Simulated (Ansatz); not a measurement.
System: LuH, net charge 0, singlet state. 
Coordinates optimised at B3LYP-D3(BJ)/def2-TZVP (Ansatz, a quantum-chemistry and plane-wave program):
SMILES: [LuH]
```xyz
2

Lu     0.0000     0.0000    -0.0264
H      0.0000     0.0000     1.8778
```
Charge 0, spin multiplicity 1.

Total electronic energies in hartree. Correlated levels leave the core frozen unless marked. No spin-orbit coupling. The frozen core is the preceding noble-gas configuration, with the filled d and f shells of earlier blocks. Past Kr the def2 sets carry scalar-relativistic core potentials. CBS marks a two-point X^-3 extrapolation of the correlation energy; Hartree-Fock from the larger set.

The Hartree-Fock reference is unstable (checked in the largest basis), which strains HF and MP2. 

| level | program | energy (Eh) |
|---|---|---|
| PBE-D3(BJ)/def2-TZVP | Ansatz + dftd3 | … |
| revPBE-D4/def2-TZVP | Ansatz + dftd4 | … |
| r2SCAN/def2-TZVP | Ansatz | … |
| B2GP-PLYP/def2-TZVP | Ansatz | -1234.96571 |
| B2PLYP/def2-TZVP | Ansatz | -1235.36895 |
| PBE-QIDH/def2-TZVP | Ansatz | -1235.14035 |
| SCS-MP2/def2-QZVPP | Ansatz | -1233.05356 |
| CCSD/CBS(def2-TZVPP,def2-QZVPP) | Ansatz | -1233.0627 |
| CCSD(T)/CBS(def2-TZVPP,def2-QZVPP) | Ansatz | -1233.0642 |

Q: What belongs in the gaps?

A: 
- PBE-D3(BJ)/def2-TZVP, energy (Eh): -1237.09037
- revPBE-D4/def2-TZVP, energy (Eh): -1237.16537
- r2SCAN/def2-TZVP, energy (Eh): -1236.14428
